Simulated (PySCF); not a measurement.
Predicted microwave data (PySCF 2.14.0, PBE0-D3(BJ)/def2-SVP geometry optimisation, gas phase) for one isomer of C4H5FOSi:

| Quantity | Value |
| --- | --- |
| Rotational constants | A = 2754, B = 2359, C = 1384 MHz |
| Dipole components | \|μa\| = 0.01 D, \|μb\| = 1.80 D, \|μc\| = 1.25 D |
| Inertial defect | -32.49 u·Å² |
| κ | 0.42 |

Problem. Which candidate fits, each taken in the one conformer that was computed?
A. `[CH:1]#[C:2][Si@@H:3]([OH:4])[C:5](=[CH2:6])[F:7]` with C2–Si3–O4–H 35°, C2–Si3–C5–C6 123°
B. `FC1=COC([SiH3])=C1`
C. `[OH:1][Si@@H:2]1[CH:3]=[CH:4][CH:5]=[C:6]1[F:7]` with H–O1–Si2–C3 46°

Solution. C. It is O[Si@@H]1C=CC=C1F, an asymmetric top, point group C1. The candidates at the same level (rigid rotor, commonest isotopes):

```
             SMILES  A (MHz)  B (MHz)  C (MHz)  μa (D)  μb (D)  μc (D)  Δ (u·Å²)  point group                        rotor
   Fc1coc([SiH3])c1     6724     1226     1049    0.51    0.03    0.00     -5.93      near Cs  near-prolate asymmetric top
C#C[Si@@H](O)C(=C)F     2833     1551     1285    0.86    0.74    0.04   -110.98           C1               asymmetric top
  O[Si@@H]1C=CC=C1F     2754     2359     1384    0.01    1.80    1.25    -32.49           C1               asymmetric top
```

`Fc1coc([SiH3])c1` has A 144 % too high; `C#C[Si@@H](O)C(=C)F` has B 34 % too low. No structure here is proved a minimum.
